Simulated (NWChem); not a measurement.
CH$_{4}$MgO$_{2}$; SMILES C[O][Mg][OH]

```xyz
8

Mg     0.0000     0.0000    -0.7076
O      0.0000     0.0000    -2.4664
H      0.0000     0.0000    -3.4163
O      0.0000     0.0000     1.0612
C      0.0000     0.0000     2.4320
H      0.6691     0.7784     2.8523
H     -1.0087     0.1903     2.8523
H      0.3395    -0.9687     2.8523
```
Atoms are numbered in this order, from 1.

Program: NWChem. Geometry: optimised at PBE0/def2-SVP.

Task: What does the run give for PBE0/aug-cc-pVTZ? Quantities: highest occupied level (eV); orbital gap (eV); dipole (D).

Result: The highest occupied level (eV) comes out as -7.09, the orbital gap (eV) comes out as 5.97 and the dipole (D) is 0.56.
